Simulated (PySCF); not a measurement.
## Exercise with solution: chemical shift, span and skew from a shielding tensor

CH4MgS2, SMILES C[S][Mg][SH]. Atoms are numbered in the order given.

```xyz
8

Mg    -0.3413     0.1740     0.3444
S     -2.0863     1.6395     0.7118
H     -1.2657     2.6243     1.1449
S      1.3671    -1.3335     0.0085
C      1.8345    -1.0781    -1.7455
H      1.0083    -1.3057    -2.4335
H      2.6557    -1.7756    -1.9606
H      2.1982    -0.0586    -1.9356
```
Charge 0, spin multiplicity 1.

The structure is a stationary point at PBE0-D3(BJ)/def2-SVP. One conformer was computed; it need not be the lowest.

GIAO shieldings from PBE0/pcSseg-1 run with PySCF, non-relativistic, no solvent. The symmetric part of the tensor of C5 has the principal values 164.8, 168.3, 190.4 ppm. The same nucleus in TMS has σ = 186.3 ppm at this level (PySCF, at its B3LYP-D3(BJ)/def2-TZVP geometry).

**Question.** Work out the isotropic shielding, the ¹³C shift against TMS, the span and the skew.

**Answer.** 
σ(iso) = (σ11 + σ22 + σ33)/3 = 174.5 ppm. δ = σ(ref) − σ(iso) = 186.3 − (174.5) = 11.8 ppm.
Span Ω = σ33 − σ11 = 25.6 ppm. Skew κ = 3(σ(iso) − σ22)/Ω = 0.73. Tumbling in solution averages the tensor to δ; in a static solid the shielding alone would spread this spin-1/2 line over Ω.
